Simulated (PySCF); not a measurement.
# Sn (tin, neutral): UHF calculation

Configuration: [Kr] 4d10 5s2 5p2, high-spin 3P determinant. Computed with PySCF 2.14 in cc-pVTZ-PP with ECP28MDF (5s4p3d1f, 39 functions), with a scalar-relativistic core potential.

```json
{
  "Total energy": "-213.340244 hartree",
  "One-electron energy": "-376.0911 hartree",
  "Hartree (Coulomb) energy": "179.8836 hartree",
  "Exchange energy": "-17.1328 hartree",
  "⟨S²⟩": "2.0118",
  "⟨L²⟩": "2.031",
  "Sum of ⟨r⟩": "29.41 bohr",
  "Sum of ⟨r²⟩": "58.90 bohr²",
  "Traceless quadrupole moment −½Σ⟨3z² − r²⟩ along its main axis": "4.87 e·bohr²",
  "Time after the integrals": "0.24 s of wall time on 1 thread of Neoverse-N1 (shared host)"
}
```

| shell | electrons | mean orbital energy (hartree) | spread (hartree) | rms radius, mean of both spins (bohr) |
| --- | --- | --- | --- | --- |
| 4s α | 1 | -5.85986 | 0 | 0.879 |
| 4s β | 1 | -5.85441 | 0 | 0.879 |
| 4p α | 3 | -4.04578 | 0.00432 | 0.953 |
| 4p β | 3 | -4.04011 | 0.01586 | 0.953 |
| 4d α | 5 | -1.30975 | 0.01182 | 1.18 |
| 4d β | 5 | -1.30386 | 0.01852 | 1.18 |
| 5s α | 1 | -0.57390 | 0 | 2.66 |
| 5s β | 1 | -0.44193 | 0 | 2.66 |
| 5p α | 2 | -0.26681 | 0 | 3.46 |

Energies and moments cover only the electrons outside the core potential.
